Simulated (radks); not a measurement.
All-electron atom: the niobium ion Nb3+ in [Kr] 4d1 5f1 (not the ground configuration). Method: Dirac Kohn-Sham, PBEsol, spin-unpolarised, spherical densities, finite nucleus; open shells fill j = l - 1/2 first; Fermi nuclear charge, rms radius 4.324 fm; computed with a radial shooting solver on a logarithmic mesh with Libxc functionals.

X-ray form factor f0, the Fourier transform of the density (f0(0) = 38):

sin(theta)/lambda (1/angstrom),f0 (electrons)
0.05,36.983
0.1,35.561
0.15,34.010
0.2,32.002
0.25,29.882
0.3,27.834
0.4,24.231
0.5,21.391
0.6,19.136
0.8,15.487
1,12.414
1.25,9.453
1.5,7.538
2,5.689
